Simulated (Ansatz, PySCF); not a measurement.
Molecule: GeCl₂, charge 0, multiplicity 1. 
Coordinates optimised at B3LYP-D3(BJ)/def2-TZVP (Ansatz, a first-principles code):
```xyz
3

Ge    -0.0079     0.0041     0.7266
Cl     1.0991     1.2918    -0.6793
Cl    -1.0842    -1.2996    -0.6884
```
Charge 0, spin multiplicity 1.

Wanted: atomisation energy (electronic, to ground-state atoms), in kcal/mol. Valence correlation only, unless marked. UHF or UKS for open shells. Spin-orbit coupling is left out. The frozen core is the preceding noble-gas configuration, with the filled d and f shells of earlier blocks. No relativistic terms. The coupled-cluster limit lacks core correlation, which all-electron functionals hold. Basis-set limits of correlation are two-point, X^-3; Hartree-Fock from the larger set.

```tsv
level	program	atomisation energy (kcal/mol)
PBE-D3(BJ)/def2-TZVPD	Ansatz + dftd3	201.6
PBE-D4/def2-TZVPD	Ansatz + dftd4	201.8
revPBE-D4/def2-TZVPD	Ansatz + dftd4	195.0
TPSS/def2-TZVPD	PySCF	195.2
TPSS-D3(BJ)/def2-TZVPD	PySCF + dftd3	197.8
PBE0/def2-QZVPP	Ansatz	191.3
PW6B95-D3(BJ)/def2-TZVPD	PySCF + dftd3	196.5
M06-2X/def2-TZVPD	PySCF	191.7
HSE06-D3(BJ)/def2-TZVPD	Ansatz + dftd3	194.0
B2GP-PLYP-D4/def2-TZVPD	Ansatz + dftd4	189.2
B2GP-PLYP/def2-TZVPD	Ansatz	188.3
CCSD/STO-3G	Ansatz	199.0
CCSD/def2-SVPD	Ansatz	168.4
CCSD/def2-TZVPPD	Ansatz	?
CCSD/def2-QZVPP	Ansatz	?
CCSD(T)/CBS(def2-TZVPP,def2-QZVPP)	Ansatz	192.4
```

### Question
Complete the blanks.

### Answer

- CCSD/def2-TZVPPD, atomisation energy (kcal/mol): 178.0
- CCSD/def2-QZVPP, atomisation energy (kcal/mol): 181.7
